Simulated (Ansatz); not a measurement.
`[F][GaH][F]` + `BN` → `B[NH][GaH][F]` + H–F at 298.15 K and 1 bar (ligand exchange at a Ga–F bond).

Isolated molecules relaxed with PBE0-D4/def2-TZVP in Ansatz; ΔE leaves out vibrations. CCSD(T)/CBS adds triple-zeta CCSD(T) − MP2 to the extrapolated MP2 energy (def2 sets, frozen cores). This one scheme is used for every species. For Ga outer-core shells are correlated without core-valence functions, which leaves a few kJ/mol of doubt a bond. Scalar relativity is left out up to krypton. Each species was taken in one conformer, which may not be the lowest.

| species | CCSD(T)/CBS energy (Eh) | H − E (kJ/mol) | S (J/(mol·K)) |
| --- | --- | --- | --- |
| `[F][GaH][F]` | -2124.20216 | 41.5 | 277.7 |
| `BN` | -81.93499 | 137.2 | 228.1 |
| `B[NH][GaH][F]` | -2105.72573 | 141.7 | 324.5 |
| H–F | -100.39570 | 33.5 | 173.6 |

H − E and S are ideal-gas, rigid-rotor, harmonic terms from PBE0-D4/def2-TZVP, for one conformer and one mirror image of each species. 1 Eh = 2625.50 kJ/mol, R = 8.31446 J/(mol·K).

Problem. By hand: ΔE, ΔH, ΔS and ΔG.

Solution. ΔE = (-2105.72573) + (-100.39570) − (-2124.20216) − (-81.93499) = 0.01572 Eh = 41.3 kJ/mol. Δ(H − E) = 141.7 + 33.5 − 41.5 − 137.2 = -3.5, so ΔH = 37.8 kJ/mol. ΔS = 324.5 + 173.6 − 277.7 − 228.1 = -7.7 J/(mol·K). ΔG = 37.8 − 298.15 × (-7.7)/1000 = 40.1 kJ/mol.

Problem. By hand: the equilibrium constant, and the temperature at which ΔG would vanish if ΔH and ΔS stayed fixed.

Solution. log₁₀ K = −ΔG/(RT ln 10) = -7.0. ΔH and −TΔS have one sign here, so there is no such temperature.

The number of gas molecules stays the same, so ΔS is small and ΔH decides. A doubt of 5 kJ/mol in ΔE shifts log₁₀ K by 0.9 here. Other conformers and mirror images would add mixing entropy, several J/(mol·K) or more a flexible species. These are equilibria of isolated gas molecules and say nothing of rates. Largest T1 diagnostic: 0.015 (customary marks: 0.02 for closed shells, 0.045 for open ones).

ΔS is within the doubt of such terms, so its sign, and with it that verdict, could turn.
